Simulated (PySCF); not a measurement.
These are PySCF with PBE-D3(BJ)/def2-TZVP // PBE-D3(BJ)/def2-SVP values and carry that method's errors. Isolated molecules, 0 K electronic values unless said otherwise. One relaxed conformer stands for a flexible species; it need not be the lowest. Excitations are Tamm–Dancoff values on a coarser integration grid. The basis has no diffuse functions, so Rydberg states are missing or too high.

Reference species (SMILES): `CO[Si](C)(C)OC` (C–O–Si–O torsion -56°, O–Si–O–C torsion 174°) (neutral, multiplicity 1).

```
Quantity                Value
-------------------  --------
S1 excitation (TDA)   6.31 eV
HOMO                 -6.20 eV
S1–T1 gap (TDA)       0.12 eV
```

Changed species: `CO[Si](OC)(OC)OC` (4 of 4 CH3 replaced by OCH3; the reference has 2 of 4 CH3 replaced by OCH3).

Predict the effect on the S1 excitation (TDA), HOMO and S1–T1 gap (TDA).

the S1 excitation (TDA) goes up by 0.33 eV, to 6.64 eV; the HOMO falls by 0.30 eV, to -6.50 eV; the S1–T1 gap (TDA) rises by 0.05 eV, to 0.17 eV.
